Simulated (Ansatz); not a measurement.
CH4OS2Se (`OC(S)(S)[SeH]`). Total charge 0; spin multiplicity 1. Geometry: relaxed with PBE0-D4/def2-TZVP. It is one conformer, not always the lowest.

```xyz
9

O    -0.489    1.477    0.166
C     0.031    0.194    0.163
S     1.556    0.179    1.132
S     0.263   -0.278   -1.588
Se   -1.141   -1.088    1.147
H    -1.415    1.432   -0.102
H     2.093    1.243    0.507
H     0.797   -1.485   -1.348
H    -1.695   -1.675   -0.078
```

Q: What is the dipole moment at PBE/def2-TZVPP? (Estimate.)

A: Computed: 1.29 D, with components (-0.77, -0.30, -0.99) D in this frame, pointing from negative to positive charge.

Q: And with r2SCAN, B3LYP, ωB97M-V? (Estimate.)

A: Computed: r2SCAN 1.36 D, B3LYP 1.34 D, ωB97M-V 1.37 D.

Q: Give the Mulliken charges with PBE, B3LYP, ωB97M-V in def2-TZVPP. (Best estimate.)

A: Ansatz gave: 
```csv
atom,PBE,B3LYP,ωB97M-V
O1,-0.23,-0.28,-0.26
C2,0.14,0.16,0.03
S3,-0.14,-0.13,-0.10
S4,-0.16,-0.15,-0.12
Se5,-0.09,-0.08,-0.08
H6,0.20,0.20,0.19
H7,0.11,0.10,0.12
H8,0.12,0.11,0.13
H9,0.06,0.05,0.08
```

B3LYP here is the variant with VWN-RPA as its local correlation; programs differ in this.
